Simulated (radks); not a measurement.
The numbers below are computed, except where a source is named.
All-electron atom: Os VIII in [Xe] 4f14 5d1 (the NIST ground configuration).

Level of theory: scalar-relativistic Kohn-Sham, LDA (Slater exchange, VWN5 correlation), spin-polarised, spherical densities, finite nucleus; open shells are filled with parallel spins first (spin-orbit coupling, left out, can overturn this in heavy ions); Fermi nuclear charge, rms radius 5.4126 fm (a radial shooting solver on a logarithmic mesh with Libxc functionals).

Energy parts (eV):
total: -468841.04
kinetic: 519335.34
electron-nucleus: -1155144.87
Hartree: 175812.96
exchange-correlation: -8844.47

Orbitals (lengths in bohr, moments of r in powers of bohr):
| orbital | occ. | eigenvalue (eV) | <r> |
|---|---|---|---|
| 1s up | 1 | -73885.19 | 0.01775 |
| 1s down | 1 | -73885.19 | 0.01775 |
| 2s up | 1 | -12952.98 | 0.07495 |
| 2s down | 1 | -12952.89 | 0.07495 |
| 2p up | 3 | -11299.95 | 0.06729 |
| 2p down | 3 | -11299.88 | 0.06729 |
| 3s up | 1 | -3089.996 | 0.1941 |
| 3s down | 1 | -3089.953 | 0.1941 |
| 3p up | 3 | -2604.389 | 0.1946 |
| 3p down | 3 | -2604.344 | 0.1946 |
| 3d up | 5 | -2060.013 | 0.1762 |
| 3d down | 5 | -2059.947 | 0.1762 |
| 4s up | 1 | -729.3735 | 0.4321 |
| 4s down | 1 | -729.2834 | 0.4321 |
| 4p up | 3 | -569.9243 | 0.4596 |
| 4p down | 3 | -569.8329 | 0.4596 |
| 4d up | 5 | -371.6433 | 0.4889 |
| 4d down | 5 | -371.5323 | 0.4888 |
| 5s up | 1 | -188.0824 | 0.9835 |
| 5s down | 1 | -187.3927 | 0.9819 |
| 4f up | 7 | -150.8873 | 0.5507 |
| 4f down | 7 | -150.7098 | 0.5498 |
| 5p up | 3 | -145.3447 | 1.112 |
| 5p down | 3 | -144.5059 | 1.110 |
| 5d up | 1 | -93.6922 | 1.380 |
| 5d down | 0 | -92.6982 | 1.380 |

The highest occupied level is 5d up at -93.692 eV. The spin density at the nucleus is -6.434 e/bohr^3 (1s -0.120, 2s -0.529, 3s -0.037, 4s 0.329, 5s -6.076).
